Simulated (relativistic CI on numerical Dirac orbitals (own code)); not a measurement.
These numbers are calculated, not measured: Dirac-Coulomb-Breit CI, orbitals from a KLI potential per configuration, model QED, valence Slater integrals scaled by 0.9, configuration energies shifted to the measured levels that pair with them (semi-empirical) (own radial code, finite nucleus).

Configuration list (outside the closed core [Ne]): 3s2 3p6 3d3, 3s2 3p6 3d2 4s, 3s2 3p6 3d2 4p, 3s2 3p5 3d4, 3s2 3p4 3d5, 3s2 3p6 3d2 4d, 3s 3p6 3d4, 3s2 3p6 3d2 5s, 3s2 3p6 3d2 4f, 3s2 3p6 3d2 5p, 3s2 3p6 3d 4s2, 3s2 3p6 3d2 5d, 3s2 3p6 3d2 5f, 3s2 3p6 3d2 5g, 3s2 3p6 3d 4s 4p, 3s2 3p5 3d3 4s, 3p6 3d5, 3s2 3p6 3d 4p2, 3s2 3p6 3d 4s 4d, 3s2 3p5 3d3 4p, 3s2 3p6 3d 4p 4d. Levels of other configurations are missing.

Configurations whose levels could be paired with our table of measured levels were shifted onto them, all but the ground configuration, by the median error of their levels; single terms can still be off by 1,000 to 2,000 cm⁻¹ or more, and rates follow the energies as ν³ (E1, M1) or ν⁵ (E2). The others borrow a shift and can be off by several thousand cm⁻¹ or more. 47 of the 48 excited levels that our extract of the measured tables holds in this range could be paired (the sources list more); they are missed by 773 cm⁻¹ on average and 2819 at most, after the shifts were fitted to these levels, and levels without a partner can miss by more. Some levels of the ground configuration have no partner and can miss by 10 % or more.

Outline of the computed level scheme of Fe VI. Lowest level of each configuration: 3s2 3p6 3d3 4F_3/2 at 0.0000 eV; 3s2 3p6 3d2 4s 4F_3/2 at 32.4110 eV; 3s2 3p6 3d2 4p 4G°_5/2 at 41.7830 eV.

Some strong electric-dipole decays among the lowest 45 levels: 3s2 3p6 3d2 4p 4F°_3/2 → 3s2 3p6 3d3 4F_3/2 (8.6e+09 s⁻¹); 3s2 3p6 3d2 4p 4F°_9/2 → 3s2 3p6 3d3 4F_9/2 (8.4e+09 s⁻¹); 3s2 3p6 3d2 4p 4F°_7/2 → 3s2 3p6 3d3 4F_7/2 (8.3e+09 s⁻¹); 3s2 3p6 3d2 4p 4F°_5/2 → 3s2 3p6 3d3 4F_5/2 (7.9e+09 s⁻¹); 3s2 3p6 3d2 4p 4D°_3/2 → 3s2 3p6 3d3 4F_5/2 (6.2e+09 s⁻¹); 3s2 3p6 3d2 4p 2F°_5/2 → 3s2 3p6 3d3 4F_7/2 (2.3e+09 s⁻¹); 3s2 3p6 3d2 4p 4D°_3/2 → 3s2 3p6 3d3 4P_3/2 (1.9e+09 s⁻¹); 3s2 3p6 3d2 4p 4G°_9/2 → 3s2 3p6 3d3 4F_7/2 (1.7e+09 s⁻¹).

LS names give the leading component of a level, which can be under half, so a name can repeat, a term be missing and a line seem to break the LS rules.
